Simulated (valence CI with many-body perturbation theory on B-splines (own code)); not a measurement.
**Hyperfine factors and g values of Nd LIV**

Computed by relativistic CI+MBPT: five valence electrons over a frozen Dirac-Fock core [He], radial functions for each j: 9 s, 9 p, 8 d, 6 f, 3 g, 1 h, with the one-electron correlation potential Σ1, the two-electron term Σ2, the three-electron term Σ3, Breit, model QED; selected CI, second order for the rest (own B-spline code, finite nucleus).

No measured spectrum was set against this ion. As an estimate, large intervals hold to a few tenths of a per cent, small ones and those within an open d or f shell to about a per cent. Among the levels kept, up to 1200 cm⁻¹ of a level comes from second order outside the variational space, and about a tenth of that is noise between levels of different J, which matters for small intervals.

A/g_I is the dipole constant over the nuclear g factor μ/I (μ in nuclear magnetons, uniformly magnetised nucleus), B/Q the quadrupole constant per barn. Both hold the static response of the core; the bare values leave it out. Large factors of s and p1/2 electrons are usually good to 5 to 10 %; those of open d and f shells near neutrality can be off by tens of per cent, and small factors of p3/2, d and f electrons come from cancelling terms and can be off by a factor of two or in sign, in half-filled shells by more. B is blank for J = 1/2, where it vanishes, and for nearly pure S terms. Energies count from the lowest level.

Levels are named by their leading jj configuration (3d3/2^4 stands for four electrons in 3d with j = 3/2), which in mixed levels can hold well under half, so a name can repeat and another be missing. Letters in brackets count levels of one name in rising energy.

```csv
Level,E (Ry),g,A/g_I (MHz),A/g_I bare,B/Q (MHz/b),B/Q bare
(2s^2 2p1/2^2 2p3/2) J=3/2,0.00,1.341,407000,418000,767000,768000
(2s^2 2p1/2 2p3/2^2) J=3/2,38.58,1.441,-94300,-78800,75900,76000
(2s^2 2p1/2 2p3/2^2) J=5/2,40.15,1.176,940000,945000,-2880,-2880
(2s^2 2p1/2 2p3/2^2) J=1/2,42.88,0.634,3020000,3000000,,
(2s 2p1/2^2 2p3/2^2) J=5/2,57.16,1.468,2180000,2170000,171000,171000
(2s 2p1/2^2 2p3/2^2) J=1/2,63.01,2.055,9210000,9100000,,
(2s 2p1/2^2 2p3/2^2) J=3/2,63.12,1.188,-1340000,-1300000,-152000,-152000
(2s^2 2p3/2^3) J=3/2,81.55,1.287,431000,441000,-845000,-847000
(2s 2p1/2 2p3/2^3) J=3/2 [a],97.34,1.574,2190000,2170000,-629000,-630000
(2s 2p1/2 2p3/2^3) J=5/2,99.97,1.284,2730000,2710000,-979000,-981000
(2s 2p1/2 2p3/2^3) J=1/2,103.24,1.389,-3260000,-3190000,,
(2s 2p1/2 2p3/2^3) J=3/2 [b],104.00,1.037,135000,156000,-192000,-193000
(2p1/2^2 2p3/2^3) J=3/2,124.53,1.311,398000,418000,-802000,-804000
(2s 2p3/2^4) J=1/2,143.06,1.817,9290000,9170000,,
(2p1/2 2p3/2^4) J=1/2,164.84,0.635,3020000,3000000,,
(2s^2 2p1/2^2 3s) J=1/2,420.11,2.007,2640000,2620000,,
(2s^2 2p1/2^2 3p1/2) J=1/2,425.74,0.653,874000,869000,,
(2s^2 2p1/2^2 3p3/2) J=3/2,438.16,1.328,119000,123000,222000,223000
(2s^2 2p1/2^2 3d3/2) J=3/2,443.43,0.785,69300,69100,36800,37200
(2s^2 2p1/2^2 3d5/2) J=5/2,447.31,1.194,25600,25700,29100,29600
(2s^2 2p1/2 2p3/2 3s) J=3/2 [a],459.31,1.664,642000,647000,510000,511000
(2s^2 2p1/2 2p3/2 3s) J=1/2,459.91,1.299,-1180000,-1150000,,
(2s^2 2p1/2 2p3/2 3s) J=5/2,460.64,1.324,1390000,1390000,728000,729000
(2s^2 2p1/2 2p3/2 3s) J=3/2 [b],461.02,0.972,852000,861000,441000,442000
(2s^2 2p1/2 2p3/2 3p1/2) J=1/2,464.89,1.727,-594000,-570000,,
(2s^2 2p1/2 2p3/2 3p1/2) J=3/2 [a],465.32,1.138,635000,641000,153000,153000
(2s^2 2p1/2 2p3/2 3p1/2) J=5/2,466.26,1.064,1040000,1040000,720000,721000
(2s^2 2p1/2 2p3/2 3p1/2) J=3/2 [b],468.39,1.326,624000,634000,760000,761000
(2s 2p1/2^2 2p3/2 3s) J=5/2,474.87,1.571,1960000,1950000,820000,822000
(2s 2p1/2^2 2p3/2 3s) J=3/2 [a],476.69,1.447,2480000,2470000,344000,344000
(2s^2 2p1/2 2p3/2 3p3/2) J=1/2 [a],476.90,1.587,-806000,-790000,,
(2s^2 2p1/2 2p3/2 3p3/2) J=5/2 [a],477.32,1.455,538000,542000,712000,713000
(2s^2 2p1/2 2p3/2 3p3/2) J=3/2 [a],477.45,1.164,902000,902000,-503000,-504000
(2s^2 2p1/2 2p3/2 3p3/2) J=7/2,477.97,1.230,665000,668000,963000,965000
(2s^2 2p1/2 2p3/2 3p3/2) J=3/2 [b],479.08,1.403,339000,349000,280000,280000
(2s^2 2p1/2 2p3/2 3p3/2) J=5/2 [b],479.61,1.198,838000,840000,130000,130000
(2s^2 2p1/2 2p3/2 3p3/2) J=1/2 [b],480.04,0.683,767000,777000,,
(2s 2p1/2^2 2p3/2 3p1/2) J=3/2 [a],481.52,1.690,2900000,2880000,499000,500000
(2s 2p1/2^2 2p3/2 3p1/2) J=5/2,481.56,1.356,2120000,2110000,734000,736000
(2s 2p1/2^2 2p3/2 3s) J=3/2 [b],481.69,1.380,-495000,-472000,530000,531000
```

**Question.** Take the isotope of mass number 143, with I = 7/2, μ = -1.065 μN and Q = -0.61 b. What is the hyperfine structure of (2s^2 2p1/2 2p3/2^2) J=1/2?

**Answer.** From the table A = -918000 MHz. Shifts from the centre of gravity in MHz: F = 3: 2070000, F = 4: -1610000.
